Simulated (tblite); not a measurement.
C8H16P (charge +1).
Cartesian coordinates in Å at the GFN2-xTB level; atoms count from 1:
```
atom  x, y, z in Å
C1     1.514    2.014    0.497
C2     1.189    0.588    0.190
C3     0.011   -0.015   -0.080
C4    -1.318    0.677   -0.077
C5    -2.096    0.408   -1.368
C6    -2.132    0.232    1.146
C7     0.058   -1.482   -0.410
C8     1.445   -2.067   -0.063
P9     2.509   -0.611    0.122
H10    0.616    2.601    0.664
H11    2.067    2.463   -0.329
H12    2.137    2.079    1.389
H13   -1.156    1.754    0.000
H14   -2.994    1.019   -1.376
H15   -2.398   -0.633   -1.441
H16   -1.501    0.669   -2.240
H17   -3.040    0.826    1.206
H18   -1.567    0.376    2.063
H19   -2.420   -0.812    1.069
H20   -0.724   -2.019    0.126
H21   -0.149   -1.600   -1.476
H22    1.811   -2.762   -0.820
H23    1.416   -2.596    0.893
H24    3.312   -0.652    1.243
H25    3.399   -0.434   -0.920
```

Method: GFN2-xTB as coded in tblite; computed harmonic values from a numerical Hessian at the method's own geometry, unscaled. Against measured fundamentals such values can be off by several per cent, at times by over 20. Modes of hydrogen on phosphorus can be 10 to 20 % off. One conformer, not necessarily the lowest. The optimisation stopped once no atom felt more than 0.01 eV/Å.

Lowest wavenumbers of the output (negative numbers stand for imaginary wavenumbers):
```
mode    cm-1
  1     -20.9
  2      20.0
  3      83.5
  4      97.4
  5     182.9
  6     215.6
  7     235.4
  8     246.3
  9     263.3
 10     309.0
```

Question: Is this structure a minimum?

Answer: Not by this Hessian. 1 mode is imaginary beyond 20i (21i cm⁻¹), so at this level the point lies at or near a first-order saddle. The curvature is small, so loose convergence or finite differences may be the whole cause.

Question: Which atoms move in the imaginary mode?

Answer: 21i: H11 (methyl hydrogen) 34 %, H12 (methyl hydrogen) 29 %, H10 (methyl hydrogen) 27 %. These are shares of the mass-weighted motion.

Question: What is the remedy?

Answer: Step along that mode in both directions, optimise again with tighter thresholds and repeat the frequencies. The zero-point energy of this point (135.3 kcal/mol) counts the 68 real modes alone, and thermal corrections from it aren't those of a minimum.
